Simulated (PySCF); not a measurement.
BH9Si3.
Geometry (PBE0-D3(BJ)/def2-SVP, Å), atoms numbered from 1 in this order:
```xyz
13
BH9Si3 angstrom
B     -2.223    0.468    0.220
Si    -1.283   -1.021   -0.716
Si     0.872   -0.932    0.252
Si     1.859    1.138   -0.237
H     -2.119    1.605   -0.175
H     -2.822    0.275    1.252
H     -1.849   -2.387   -0.480
H     -1.088   -0.812   -2.186
H      1.713   -2.046   -0.291
H      0.767   -1.095    1.737
H      3.250    1.228    0.305
H      1.903    1.338   -1.718
H      1.034    2.230    0.368
```

Method: PySCF, PBE0-D3(BJ)/def2-SVP geometry optimisation, gas phase.

Take the most abundant isotopes and a rigid rotor. The values belong to one conformer with, in the numbering `[BH2:1][SiH2:2][SiH2:3][SiH3:4]`, H–B1–Si2–Si3 84° and -90°, B1–Si2–Si3–Si4 -62°.

What are A, B and C (MHz)?

Ia = 109.82, Ib = 308.89, Ic = 365.09 u·Å²; 505379 MHz·u·Å²/I gives A = 4602, B = 1636, C = 1384 MHz.

Classify the top.

An asymmetric top; Ray's κ = -0.843.

Is it planar, by Δ = Ic − Ia − Ib?

Not planar: Δ = Ic − Ia − Ib = -53.62 u·Å². For a rigid frame Δ = −2 Σ m c², so Σ m c² = 26.81 u·Å² lies off the ab plane: 13.10 from hydrogen and 13.71 from heavier atoms. The atom farthest from that plane is 1.91 Å away.

Where do the levels up to J = 4 lie, in cm⁻¹?

Above 0(0,0):
J = 1: 1(0,1) 0.1007, 1(1,1) 0.1997, 1(1,0) 0.2081
J = 2: 2(0,2) 0.3017, 2(1,2) 0.3928, 2(1,1) 0.4180, 2(2,1) 0.7148, 2(2,0) 0.7153
J = 3: 3(0,3) 0.6019, 3(1,3) 0.6821, 3(1,2) 0.7325, 3(2,2) 1.0170, 3(2,1) 1.0195, 3(3,1) 1.5330, 3(3,0) 1.5330
J = 4: 4(0,4) 0.9999, 4(1,4) 1.0673, 4(1,3) 1.1512, 4(2,3) 1.4196, 4(2,2) 1.4272, 4(3,2) 1.9369, 4(3,1) 1.9370, 4(4,1) 2.6579, 4(4,0) 2.6579
The levels of one J sum to (2J + 1)J(J + 1)(A + B + C)/3.

Predict some low-J microwave lines.

The dipole components are |μa| = 0.13 D, |μb| = 0.08 D, |μc| = 0.03 D. The squared components, which scale the intensities, stand as 1.00 : 0.34 : 0.04 (a : b : c). Some of the stronger lines:

| type | branch | J(Ka,Kc) | MHz | lower level (cm⁻¹) |
| --- | --- | --- | --- | --- |
| a | Q | 5(2,3) ← 5(2,4) | 518 | 1.922 |
| a | Q | 2(1,1) ← 2(1,2) | 756 | 0.393 |
| a | Q | 3(1,2) ← 3(1,3) | 1510 | 0.682 |
| a | Q | 4(1,3) ← 4(1,4) | 2514 | 1.067 |
| a | R | 2(0,2) ← 1(0,1) | 6025 | 0.101 |
| a | R | 3(1,3) ← 2(1,2) | 8674 | 0.393 |
| a | R | 3(0,3) ← 2(0,2) | 9000 | 0.302 |
| a | R | 3(2,2) ← 2(2,1) | 9061 | 0.715 |
| a | R | 3(1,2) ← 2(1,1) | 9429 | 0.418 |
| a | R | 4(0,4) ← 3(0,3) | 11931 | 0.602 |
| a | R | 4(2,3) ← 3(2,2) | 12069 | 1.017 |
| a | R | 4(3,1) ← 3(3,0) | 12114 | 1.533 |
| a | R | 4(1,3) ← 3(1,2) | 12553 | 0.732 |
| a | R | 5(1,5) ← 4(1,4) | 14411 | 1.067 |
| a | R | 5(0,5) ← 4(0,4) | 14810 | 1.000 |
| a | R | 5(2,4) ← 4(2,3) | 15068 | 1.420 |
| a | R | 5(4,2) ← 4(4,1) | 15136 | 2.658 |
| a | R | 5(4,1) ← 4(4,0) | 15136 | 2.658 |
| a | R | 5(3,3) ← 4(3,2) | 15149 | 1.937 |
| a | R | 5(2,3) ← 4(2,2) | 15359 | 1.427 |
| a | R | 5(1,4) ← 4(1,3) | 15658 | 1.151 |

Estimate the classical rotational partition function at 10 K, 25 K and 50 K.

Point group C1, symmetry number σ = 1; q = (√π/σ)·√((kT/h)³/(ABC)), k/h = 20836.6 MHz/K: 1650 at 10 K, 6530 at 25 K, 18500 at 50 K.

No frequency check. Zero-point vibration and centrifugal distortion are left out. A rigid rotor knows nothing of internal rotation, which can split or shift real lines. Quadrupole hyperfine structure (11B) is left out.
